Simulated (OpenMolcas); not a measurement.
**Ni+, Pd+, Pt+: d⁹ down the group**

* Program: OpenMolcas 26.06
* Method: MS-CASPT2, IPEA 0.25 Eh, imaginary shift 0.1 Eh
* Basis: ANO-RCC-VTZP
* Scalar Hamiltonian: DKH2, point nucleus
* Spin-orbit coupling: state interaction with AMFI integrals over the reference wave functions, term energies averaged over their components

Active space for each ion: 9 electrons in 6 orbitals (d s); closed shells correlated by CASPT2: Ni+ 3s 3p; Pd+ 4s 4p; Pt+ 5s 5p.

Computed levels in cm-1 above ²D_5/2:

```json
{"Level": "²D_3/2", "Ni+": "1602", "Pd+": "3640", "Pt+": "8970"}
{"Level": "weight of ²D in the lowest level (%)", "Ni+": "97", "Pd+": "100", "Pt+": "95"}
```

Measured, with the error of the calculation in %. Measured levels: Ni+, Pd+ from NIST Handbook of Basic Atomic Spectroscopic Data.

| Level | Ni+ | Pd+ |
| --- | --- | --- |
| ²D_3/2 | 1507 (+6.3) | 3539 (+2.7) |

The fine-structure level ²D_3/2 changes by a factor of 5.6 from Ni+ to Pt+.

CASPT2 breaks the degeneracy within a term, and the mean is taken; among the terms shown or strongly mixed into the levels shown the widest spread is 900 cm-1 (5d⁸ 6s ⁴F, Pt+). Computed and measured levels are paired by configuration, term and J; levels that our copy of the source lacks, or whose pairing is in doubt (as where it misses far off the trend of its configuration), stay unpaired and out of the deviations. Only configurations of the active space appear.
